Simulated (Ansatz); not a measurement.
Steps of a relaxation of As$_{2}$+ (`[As]#[As+]`) radical with UKS PBE0-D4/def2-TZVP.

```sh
$ ansatz run in.yaml --threads 2 --pin off --events-out ev --progress --plain --max-ram 32768MiB --backend cpu
```

```yaml
crystal:
  periodic: [false, false, false]
  atoms:
    - {symbol: As, position_ang: [0.930200, -0.308190, 0.477320]}
    - {symbol: As, position_ang: [-0.930200, 0.308190, -0.477320]}
basis:
  gaussian: {orbitals: def2-TZVP}
total_charge: 1
magnetization: {spin_polarized: true, initial_magnetization: 1}
hamiltonian: {xc: pbe0, dispersion: d4}
relax: {f_tol: 0.005, max_steps: 150}
```

Positions (Å) and forces (eV/Å) along the path, 3 of 3 steps:

```xyz
2
step=1 energy=-121658.4310 eV
As    0.930   -0.308    0.477    0.109   -0.036    0.056
As   -0.930    0.308   -0.477   -0.109    0.036   -0.056
2
step=2 energy=-121658.4313 eV
As    0.933   -0.309    0.479   -0.027    0.009   -0.014
As   -0.933    0.309   -0.479    0.027   -0.009    0.014
2
step=3 energy=-121658.4314 eV
As    0.933   -0.309    0.479    0.000    0.000    0.000
As   -0.933    0.309   -0.479    0.000    0.000    0.000
```

It took 12 s on 2 threads of an AMD EPYC 7R13 on a shared host, with 0.28 GiB of host memory at the peak.
